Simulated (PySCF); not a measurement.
Si(Cl)(SeH)3, SMILES [SeH][Si]([SeH])([SeH])Cl, singlet (CAM-B3LYP/def2-SVP optimised geometry):

```
8

Cl     1.699     0.711    -1.852
Si     0.863     0.333     0.000
Se    -1.410     0.333     0.000
Se     1.505    -1.800     0.470
Se     1.703     1.995     1.314
H     -1.505     1.800     0.000
H      0.801    -1.811     1.761
H      0.846     1.634     2.452
```

Method: PySCF with CAM-B3LYP/def2-TZVP.

Task: What are the frontier orbital energies and the dipole moment?

Result: HOMO-2 -9.06 eV, HOMO-1 -8.72 eV, HOMO -8.47 eV, LUMO -0.24 eV, LUMO+1 0.68 eV; dipole moment 1.88 D.

On the same geometry PBE/def2-TZVP in PySCF gives HOMO-2 -6.60 eV, HOMO-1 -6.31 eV, HOMO -6.08 eV, LUMO -2.06 eV, LUMO+1 -1.27 eV; dipole moment 1.75 D.

Meta-Löwdin charges at CAM-B3LYP/def2-TZVP: Cl1 -0.29, Si2 0.67, Se3 -0.20, Se4 -0.20, Se5 -0.20, H6 0.07, H7 0.07, H8 0.07.
